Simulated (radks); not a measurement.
Pr XXXVIII, 22 electrons, occupied as [Ar] 3d4 (the NIST ground configuration). Method: Dirac Kohn-Sham, LB94 model potential, spin-unpolarised, spherical densities, finite nucleus; open shells fill j = l - 1/2 first; Fermi nuclear charge, rms radius 4.8919 fm; computed with a radial shooting solver on a logarithmic mesh with Libxc functionals.

Normalised radial functions P(r) = r R(r) (large component), r in bohr:

| r | 2p1/2 | 3p3/2 | 3d3/2 |
|---|---|---|---|
| 0.001637 | 0.0445 | 0.0075 | 0.0001 |
| 0.002031 | 0.0586 | 0.0113 | 0.0002 |
| 0.002541 | 0.0788 | 0.0173 | 0.0003 |
| 0.003154 | 0.1057 | 0.0259 | 0.0005 |
| 0.003946 | 0.1443 | 0.0392 | 0.0008 |
| 0.004897 | 0.1960 | 0.0581 | 0.0015 |
| 0.006078 | 0.2670 | 0.0855 | 0.0026 |
| 0.007604 | 0.3685 | 0.1265 | 0.0046 |
| 0.009437 | 0.5017 | 0.1826 | 0.0080 |
| 0.01171 | 0.6793 | 0.2600 | 0.0141 |
| 0.01465 | 0.9211 | 0.3684 | 0.0251 |
| 0.01819 | 1.2176 | 0.5043 | 0.0433 |
| 0.02257 | 1.5784 | 0.6718 | 0.0741 |
| 0.02824 | 2.0094 | 0.8715 | 0.1271 |
| 0.03505 | 2.4502 | 1.0690 | 0.2096 |
| 0.04384 | 2.8761 | 1.2374 | 0.3425 |
| 0.05441 | 3.1778 | 1.3036 | 0.5321 |
| 0.06753 | 3.2839 | 1.1994 | 0.7942 |
| 0.08449 | 3.1121 | 0.8366 | 1.1418 |
| 0.1049 | 2.6607 | 0.2148 | 1.5229 |
| 0.1301 | 2.0023 | -0.6063 | 1.8850 |
| 0.1628 | 1.2628 | -1.4712 | 2.1384 |
| 0.2021 | 0.6655 | -2.0535 | 2.1642 |
| 0.2508 | 0.2771 | -2.1773 | 1.9234 |
| 0.3138 | 0.0822 | -1.7993 | 1.4380 |
| 0.3894 | 0.0177 | -1.1606 | 0.8879 |
| 0.4872 | 0.0022 | -0.5435 | 0.4141 |
| 0.6046 | 0.0002 | -0.1841 | 0.1445 |
| 0.7504 | 0.0000 | -0.0410 | 0.0342 |

2p1/2: eigenvalue -8270.7 eV, 0 radial nodes, <r> = 0.0853 bohr, 90 % of the charge inside 0.140 bohr. 3p3/2: eigenvalue -2835.8 eV, 1 radial node at r = 0.111 bohr, <r> = 0.256 bohr, 90 % of the charge inside 0.380 bohr. 3d3/2: eigenvalue -2612.8 eV, 0 radial nodes, <r> = 0.223 bohr, 90 % of the charge inside 0.344 bohr.
